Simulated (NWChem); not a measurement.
Molecule: CH6GeOSi; SMILES O=[C]([SiH3])[GeH3]

Computed with NWChem. Pople sets run with spherical d functions. Geometry: optimised at PBE0/def2-SVP.

Q: Estimate the computed values for OLYP/6-31G*. Quantities: highest occupied level (eV); orbital gap (eV); dipole (D).

A: 
```yaml
highest occupied level (eV): -4.90
orbital gap (eV): 2.43
dipole (D): 1.56
```
